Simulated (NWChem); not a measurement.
System: Si$_{2}$H$_{5}$OF; SMILES O[SiH2][SiH2]F

NWChem input:

```
start job
memory heap 200 mb stack 900 mb global 1100 mb
geometry units angstroms noautosym nocenter noautoz
  O      0.837062     1.995158    -0.385413
  Si    -0.407019     1.127029     0.322123
  Si    -0.451254    -1.155892    -0.251649
  F      0.806325    -1.944551     0.415718
  H      1.734910     1.766825    -0.107010
  H     -1.656910     1.743134    -0.194932
  H     -0.398589     1.253580     1.812091
  H     -1.710760    -1.773190     0.256213
  H     -0.388292    -1.358587    -1.726740
end
basis spherical
  * library sto-3g
end
dft
  xc hfexch
  iterations 150
end
property
  shielding
  efieldgrad
end
task dft property
```

Excerpt of the output:

```
             Northwest Computational Chemistry Package (NWChem) 7.3.0
             --------------------------------------------------------

                             Geometry "geometry" -> ""
                             -------------------------

 Output coordinates in angstroms (scale by  1.889725989 to convert to a.u.)

  No.       Tag          Charge          X              Y              Z
 ---- ---------------- ---------- -------------- -------------- --------------
    1 O                    8.0000     0.83706200     1.99515800    -0.38541300
    2 Si                  14.0000    -0.40701900     1.12702900     0.32212300
    3 Si                  14.0000    -0.45125400    -1.15589200    -0.25164900
    4 F                    9.0000     0.80632500    -1.94455100     0.41571800
    5 H                    1.0000     1.73491000     1.76682500    -0.10701000
    6 H                    1.0000    -1.65691000     1.74313400    -0.19493200
    7 H                    1.0000    -0.39858900     1.25358000     1.81209100
    8 H                    1.0000    -1.71076000    -1.77319000     0.25621300
    9 H                    1.0000    -0.38829200    -1.35858700    -1.72674000

 Effective nuclear repulsion energy (a.u.)     220.5970151161

  xc_inp: hfexch multiplicative factor not found.
                              NWChem Property Module
                              ----------------------

  itol2e modified to match energy
  convergence criterion.

                                 NWChem DFT Module
                                 -----------------

 Summary of "ao basis" -> "ao basis" (spherical)
 ------------------------------------------------------------------------------
       Tag                 Description            Shells   Functions and Types
 ---------------- ------------------------------  ------  ---------------------
 O                           sto-3g                  3        5   2s1p
 Si                          sto-3g                  5        9   3s2p
 F                           sto-3g                  3        5   2s1p
 H                           sto-3g                  1        1   1s

  itol2e modified to match energy
  convergence criterion.

[...]

          -----------------------------------------
          Chemical Shielding Tensors (GIAO, in ppm)
          -----------------------------------------

                                NWChem CPHF Module
                                ------------------

  scftype          =     RHF
  nclosed          =       25
  nopen            =        0
  variables        =      200
  # of vectors     =        3
  tolerance        = 0.10D-03
  level shift      = 0.00D+00
  max iterations   =       50
  max subspace     =       30

 SCF residual:    1.4793110221428419E-005

Iterative solution of linear equations
  No. of variables      200
  No. of equations        3
  Maximum subspace       30
        Iterations       50
       Convergence  1.0D-04

   iter   nsub   residual    time
   ----  ------  --------  ---------
     1      3    1.21D+00       1.9
     2      6    1.12D-01       2.0
     3      9    2.18D-02       2.1
     4     12    6.04D-03       2.3
     5     15    1.33D-03       2.4
     6     18    1.55D-04       2.5
     7     21    3.08D-05       2.7

      Atom:    1  O
        Diamagnetic
    397.9412      9.4468     -5.0286
      9.4468    372.4501    -11.1170
     -5.0286    -11.1170    367.0991

        Paramagnetic
     49.5957    -96.5080     91.4177
    -96.5080     83.1919     10.6224
     91.4177     10.6224     98.4138

        Total Shielding Tensor
    447.5368    -87.0612     86.3891
    -87.0612    455.6420     -0.4946
     86.3891     -0.4946    465.5128

           isotropic =     456.2306
          anisotropy =     181.4985

          Principal Components and Axis System
                 1           2           3
              577.2295    460.1007    331.3614

      1        -0.6868     -0.0402      0.7258
      2         0.4939      0.7067      0.5066
      3        -0.5333      0.7064     -0.4655

      Atom:    2  Si
        Diamagnetic
    868.3859      2.1620     -1.8034
      2.1620    870.7557     -0.0904
     -1.8034     -0.0904    865.2858

        Paramagnetic
   -242.2946     33.8495    -43.6299
     33.8495   -266.3924    -11.1432
    -43.6299    -11.1432   -290.7977

        Total Shielding Tensor
    626.0913     36.0115    -45.4332
     36.0115    604.3633    -11.2336
    -45.4332    -11.2336    574.4882

           isotropic =     601.6476
          anisotropy =     106.3391

          Principal Components and Axis System
                 1           2           3
              672.5403    585.9274    546.4751

      1         0.7750     -0.3141      0.5483
      2         0.4776      0.8594     -0.1828
      3        -0.4138      0.4035      0.8160

      Atom:    3  Si
        Diamagnetic
    868.1944     -2.0036      2.0673
     -2.0036    870.7322     -0.1988
      2.0673     -0.1988    865.3668

        Paramagnetic
   -250.2550    -35.3712     45.0480
    -35.3712   -266.9578    -12.7290
     45.0480    -12.7290   -294.6012

        Total Shielding Tensor
    617.9393    -37.3747     47.1153
    -37.3747    603.7744    -12.9278
     47.1153    -12.9278    570.7656

           isotropic =     597.4931
          anisotropy =     108.4598

          Principal Components and Axis System
                 1           2           3
              669.7996    582.5203    540.1594

      1         0.7504      0.3358     -0.5693
      2        -0.5077      0.8444     -0.1711
      3         0.4233      0.4174      0.8041

      Atom:    4  F
        Diamagnetic
    468.3404    -17.8537     14.5706
    -17.8537    454.0357     -9.1707
     14.5706     -9.1707    448.1923

[...]
```

Level: Hartree-Fock/STO-3G, GIAO. STO-3G and 3-21G are far too small for this property and stand as cheap habits. All runs use the structure optimised with B3LYP/6-31G* (spherical d). NWChem prints the field gradient with the sign opposite to the second derivative of the potential. The printed shielding anisotropy is the first printed principal value minus the mean of the other two.
